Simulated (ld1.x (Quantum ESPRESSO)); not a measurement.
**Cr, PAW: configuration errors across variants**

```
Element                 : Cr (Z = 24)
Generator               : ld1.x (Quantum ESPRESSO) 7.5
Type                    : PAW
Functional              : BP86
Relativity              : scalar-relativistic
Frozen core             : [Ne] 3s2
Valence charge          : 12
Reference configuration : 3p6 3d5 4s1 4p0
Partial waves           : 4s (bound): rcut 2.55, rcutus 3.05 bohr; 4s channel at 0.3 Ry: rcut 2.55, rcutus 3.05 bohr; 3p (bound): rcut 1.45, rcutus 1.70 bohr; 4p (bound, empty): rcut 1.45, rcutus 1.70 bohr; 3d (bound): rcut 1.40, rcutus 1.90 bohr; 3d channel at 1.45 Ry: rcut 1.40, rcutus 1.90 bohr
Local potential         : all-electron potential smoothed inside 1.30 bohr (lloc = -1)
Core correction         : Bessel-smoothed model core inside 1.00 bohr
Augmentation charge     : GAUSS, radius 1.45 bohr
```

All-electron excitation energies from the reference (eV): (1) 3p6 3d5 4s0 4p0 7.077; (2) 3p6 3d4 4s0 4p0 23.225; (3) 3p6 3d3 4s0 4p0 54.024; (4) 3p6 3d4 4s1 4p1 3.522; (5) 3p6 3d5 4s0 4p1 3.166; (6) 3p6 3d6 4s0 4p0 1.761.

The overlap operator is not positive definite (basis up to 400 Ry) in “base”, “core correction Bessel-smoothed model core inside 0.76 bohr”, “waves 3d (bound): rcut 1.38, rcutus 1.46 bohr; 3d channel at 1.45 Ry: rcut 1.38, rcutus 1.46 bohr”, “waves 4s (bound): rcut 2.52, rcutus 2.68 bohr; 4s channel at 0.3 Ry: rcut 2.52, rcutus 2.68 bohr”, “augmentation BESSEL, radius 1.05 bohr”. Such files are unfit for use, however small their errors in these radial tests.

Tests that are not counted but printed errors over 1 eV. “base”: 3p6 3d2 4s0 4p0 (solver errors, printed error -810 eV). “core correction Bessel-smoothed model core inside 0.76 bohr”: 3p6 3d2 4s0 4p0 (solver errors, printed error -810 eV). “waves 4s (bound): rcut 2.52, rcutus 2.68 bohr; 4s channel at 0.3 Ry: rcut 2.52, rcutus 2.68 bohr”: 3p6 3d2 4s0 4p0 (solver errors, printed error -810 eV). “augmentation BESSEL, radius 1.05 bohr”: 3p6 3d2 4s0 4p0 (solver errors, printed error -810 eV).

1 further variants failed, have other tests or too few solved ones, and are left out.

A true bound ghost makes a file unfit for plane-wave use even where its test errors are small: the radial tests pick states by their node count and pass the ghost by. Where a test does run into it, the solver fails or the error is huge.

Errors AE − PS in meV (a dash: test not solved or not reliable):

| change | (1) | (2) | (3) | (4) | (5) | (6) | bound ghosts |
| --- | --- | --- | --- | --- | --- | --- | --- |
| base | -93 | -80 | -251 | +413 | -27 | -145 | s (p not tested, overlap not positive) |
| core correction Bessel-smoothed model core inside 0.76 bohr | -93 | -80 | -251 | +413 | -27 | -145 | s (p not tested, overlap not positive) |
| waves 3d (bound): rcut 1.38, rcutus 1.46 bohr; 3d channel at 1.45 Ry: rcut 1.38, rcutus 1.46 bohr | -74 | -296 | -1169 | +217 | -20 | -56 | s (p not tested, overlap not positive) |
| waves 4s (bound): rcut 2.52, rcutus 2.68 bohr; 4s channel at 0.3 Ry: rcut 2.52, rcutus 2.68 bohr | -31 | -21 | -145 | +402 | -19 | -66 | s (p not tested, overlap not positive) |
| augmentation BESSEL, radius 1.05 bohr | -254 | -67 | -175 | +551 | +3.7 | -400 | s (p not tested, overlap not positive) |

Q: Give the same row for: local potential all-electron potential smoothed inside 3.36 bohr (lloc = -1).

A: –, –, –, –, –, –; bound ghosts: none. Not counted: 3p6 3d4 4s1 4p1 (solver errors, printed error -1304 eV); 3p6 3d5 4s0 4p0 (solver errors, printed error -1277 eV); 3 more.
